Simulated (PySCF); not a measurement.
CH3Be, SMILES [Be+][CH3], charge +1.

Geometry: B3LYP-D3(BJ)/def2-TZVPD. The multiplicity is an assumed one; other spin states were not compared. The isomer is the one that the SMILES or the coordinates give; other isomers of the formula were not compared.

Two levels are set side by side: TDA-PBE/def2-TZVPD (PySCF) and TDA-ωB97X/def2-TZVPD (PySCF). Vertical, same geometry. The lowest singlet is HOMO→LUMO 95 % with PBE and HOMO→LUMO 97 % with the other functional; states are paired by order. Differences are taken from unrounded values.

| quantity | TDA-PBE |
|---|---|
| lowest singlet excitation (eV) | 4.34 |
| lowest triplet excitation (TDA) (eV) | 2.77 |
| first bright state (f over 0.05) (eV) | 4.34 |
| its oscillator strength | 0.18 |

Question: These are the TDA-PBE values. What does TDA-ωB97X give? (Estimate from the structure and the level; the computed values follow.)

Answer: 
| quantity | TDA-ωB97X | TDA-PBE minus TDA-ωB97X |
|---|---|---|
| lowest singlet excitation (eV) | 4.89 | -0.55 |
| lowest triplet excitation (TDA) (eV) | 4.36 | -1.59 |
| first bright state (f over 0.05) (eV) | 4.89 | -0.55 |
| its oscillator strength | 0.18 | 0.00 |

A lower first singlet is the usual sign of a functional without exact exchange. Differences between two approximate levels are no errors against the true value.

Rough cost on one machine, each run with all the roots and properties that it gave: TDA-ωB97X against TDA-PBE within a factor of 2.
